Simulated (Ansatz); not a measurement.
`O[SiH2][SiH2]Cl` → Cl• + `O[SiH2][SiH2]`•  (homolysis of the Cl–Si bond)

Isolated molecules relaxed with PBE0-D4/def2-TZVP in Ansatz; ΔE leaves out vibrations. CBS: MP2 limit from def2 TZ/QZ plus the TZ coupled-cluster correction, frozen cores. This one scheme is used for every species, atoms too. Functionals use def2-TZVPP. No spin–orbit coupling; open shells (•) take unrestricted orbitals. Spin–orbit coupling would lower the free atoms: a little for Cl. One conformer a species, not always the lowest.

```
          species  ωB97X-V energy (Eh)
`O[SiH2][SiH2]Cl`          -1117.38639
              Cl•           -460.07936
 `O[SiH2][SiH2]`•           -657.13289
```

(1) Work out ΔE.

(2) What do rigid-rotor, harmonic-oscillator terms from PBE0-D4/def2-TZVP frequencies (298.15 K, 1 bar) make of the CCSD(T)/CBS value? (Estimate.)

Largest T1 diagnostic among the species: 0.014.

Answers

(1) ΔE = (-460.07936) + (-657.13289) − (-1117.38639) = 0.17414 Eh = +109.3 kcal/mol. CCSD(T)/CBS gives +109.2 kcal/mol.

(2) Ansatz gave: ΔZPE = -2.6 kcal/mol, ΔH = +107.6 kcal/mol, ΔS = 144 J/(mol·K), ΔG = +97.3 kcal/mol. Open shells count their whole term as degenerate. Modes under 50 cm⁻¹ make the entropy rough.

At CCSD(T), def2-SVP lies −12.2 kcal/mol from the extrapolated value and def2-TZVPP −4.9 kcal/mol: correlation converges slowly with the basis, and small sets miss more of it in the bonded molecule than in its fragments. Leaving LDA and LC-ωPBE aside and taking each functional with its dispersion term where it has one, the values, not all of them listed here, spread over 6.8 kcal/mol, from BLYP-D4 to ωB97M-V. LDA lies +15.0 kcal/mol from PBE without D4, its usual overbinding.
